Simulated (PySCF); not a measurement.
Compound: [TcO4]- (charge -1 and singlet state).
Bonds: Tc1–O2, Tc1–O3, Tc1–O4, Tc1–O5.

The calculation used PySCF, PBE0-D3(BJ)/def2-SVP geometry optimisation, gas phase, def2 core potentials past Kr.

(1) How far are the bound atoms from Tc1?

(2) What is the shape at Tc1?

(3) What are the rotational constants (commonest isotopes, rigid rotor)?

## Answers

(1) 4 atoms: O3 1.698 Å, O4 1.699 Å, O2 1.699 Å, O5 1.699 Å.

(2) Tetrahedral: angles from 109.4° to 109.5°; τ4 = (360° − α − β)/141° = 1.00 with α and β the two widest (0 for a square, 1 for a tetrahedron).

(3) A = 4108, B = 4107, C = 4103 MHz: a spherical top.

Point group: Td (every atom within 0.08 Å of its image). Charge -1, singlet. No frequency check.


Species: SbH2Br.
Geometry (PBE0-D3(BJ)/def2-SVP, Å), atoms numbered from 1 in this order:
```xyz
4
BrH2Sb angstrom
Sb     0.106    0.199    0.806
H      1.501    0.149   -0.199
H     -0.592    1.384   -0.227
Br    -1.016   -1.731   -0.380
```

The calculation used PBE0-D3(BJ)/def2-SVP geometry optimisation, gas phase, def2 core potentials past Kr in PySCF.

Task: Which atoms are bound to Sb1, and at what distances?

Result: 3 atoms: H2 1.720 Å, H3 1.720 Å, Br4 2.528 Å.

Task: List the angles at Sb1.

Result: 
```csv
angle,degrees,distance of the outer atoms (Å)
H3–Sb1–Br4,93.7,3.15
H2–Sb1–Br4,93.7,3.15
H2–Sb1–H3,89.9,2.43
```

Task: What is the shape at Sb1?

Result: Pyramidal: angles 93.7°, 93.7° and 89.9°, sum 277.3°, 1.06 Å off the plane of its three neighbours.

Point group: Cs (tolerance 0.08 Å). Charge 0, singlet. No frequency check.
